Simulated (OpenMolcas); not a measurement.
**Ag3+ in a point-charge field**

Ag3+ among 6 point charges of -1.5 e arranged as an octahedron (Oh), 2.24 Å from the ion.

```yaml
Program: OpenMolcas
Method: CASSCF
Basis: ANO-RCC-VDZP [6s5p3d1f]
Scalar_Hamiltonian: DKH2, point nucleus
Active_space: 8 electrons in 5 orbitals (4d)
State_averaging: 2S+1 = 3 even, 10 roots; 2S+1 = 1 even, 15 roots
Spin-orbit_coupling: state interaction with AMFI integrals over the reference wave functions
```

The lowest spin-free states (labels of O, the rotations of Oh), above the lowest:

| State | Degeneracy | E (cm-1) | Free-ion L (%) |
| --- | --- | --- | --- |
| 3A2 | 1 | 0.0 | F (100) |
| 3T2 | 3 | 3168 | F (100) |
| 3T1 | 3 | 5601 | F (99) |
| 1E | 2 | 15066 | D (90) |
| 1T2 | 3 | 17496 | D (96) |
| 3T1 | 3 | 19249 | P (99) |
| 1A1 | 1 | 22806 | G (99) |
| 1T1 | 3 | 23626 | G (100) |
| 1E | 2 | 25050 | G (90) |
| 1T2 | 3 | 25621 | G (96) |
| 1A1 | 1 | 55066 | S (99) |

The lowest levels with spin-orbit coupling:

```
E (cm-1)  Degeneracy  Label      2S+1
     0.0           3     T2         3
    2469           2      E         3
    2971           3     T1         3
    4233           1     A1         3
    5877           3     T2         3
    6014           1     A2         3
    7295           3     T1         3
    9237           2      E  3 (83 %)
    9430           3     T2         3
   16798           2      E  1 (54 %)
   17127           3     T2  3 (55 %)
   21617           2      E  3 (69 %)
   22090           3     T1         3
   22350           1     A1         3
   23075           3     T2  3 (51 %)
   24887           1     A1         1
   25659           3     T1         1
   27231           2      E         1
   27689           3     T2         1
   57623           1     A1         1
```

Powder χT (cm3 K/mol): 2.41 at 2 K, 2.42 at 10 K, 2.44 at 50 K, 2.48 at 100 K, 2.54 at 200 K, 2.61 at 300 K. The effective moment at 300 K is 2.828 √(χT) = 4.57 μB.

The lowest level has 2S+1 = 3, for which the spin-only value is χT = S(S+1) / 2 = 1.000 cm3 K/mol (g = 2). The computed 2.609 at 300 K differs by +1.609, through orbital momentum, spin-orbit coupling and any other state in reach.

A least-squares ligand-field fit to the states below 45000 cm-1, each weighted by its degeneracy and with a free common offset, gives 10Dq = 3072 cm-1, B = 1021 cm-1 and C = 4086 cm-1 (C/B = 4.00), with an rms deviation of 46 cm-1.

Without dynamic correlation the repulsion within the d shell is too large (B by tens of per cent), so at a given field states of lower spin stand too high. Real 4d8 and 5d8 ions are as a rule square planar and diamagnetic. This field is weak: 10Dq is about 3072 cm-1, while octahedral complexes of 4d ions of charge 3 and more, computed by the same method with explicit ligands, had a median near 25000 cm-1. Ground spin and moment need not be those of a real site. This is an electrostatic model: the charges have no orbitals. No measured value stands beside these numbers.
